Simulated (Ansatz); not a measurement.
Reaction (formal exchange of groups at a B–Br bond): `NCBBr` + `COC=N` → `COBCN` + `N=CBr`

Gas-phase electronic energies from Ansatz, PBE0-D4/def2-TZVP geometries. CCSD(T)/CBS adds triple-zeta CCSD(T) − MP2 to the extrapolated MP2 energy (def2 sets, frozen cores). DFT in def2-TZVPP. B3LYP here is the variant with VWN-RPA as its local correlation; programs differ in this. For Br outer-core shells are correlated without core-valence functions, which leaves a few kJ/mol of doubt a bond. Scalar relativity is left out up to krypton. One conformer a species, not always the lowest.

```tsv
level	ΔE (kcal/mol)	difference from CCSD(T)/CBS
PBE-D4	0.2	0.2
r2SCAN-D4	1.1	1.1
PBE0-D4	1.1	1.1
B3LYP-D4	-1.4	-1.4
ωB97X-V	0.6	0.6
ωB97M-V	-0.1	-0.1
B2PLYP	-1.2	-1.2
PBE	-0.3	-0.3
r2SCAN	1.0	1.0
PBE0	0.7	0.7
B3LYP	-2.2	-2.2
HF/def2-TZVPP	0.1	0.1
MP2/def2-TZVPP	0.3	0.3
SCS-MP2/def2-TZVPP	-1.0	-1.0
CCSD/def2-TZVPP	-0.7	-0.7
CCSD(T)/def2-TZVPP	-0.6	-0.6
HF/def2-QZVPP	-0.1	-0.1
MP2/def2-QZVPP	0.5	0.5
SCS-MP2/def2-QZVPP	-0.8	-0.8
HF/CBS(def2)	-0.2	-0.2
MP2/CBS(def2)	0.9	0.9
CCSD/CBS(def2)	-0.2	-0.2
CCSD(T)/CBS	0.0	0
```

Largest T1 diagnostic among the species: 0.014.

The D4 term adds +0.8 kcal/mol with B3LYP and +0.4 kcal/mol with PBE0; it sums over pairs of atoms, weighted by their polarisabilities, and B3LYP, whose exchange is more repulsive, gets the larger term. From PBE to PBE0 (25 % exact exchange), in def2-TZVPP and without D4, ΔE moves by +1.0 kcal/mol.
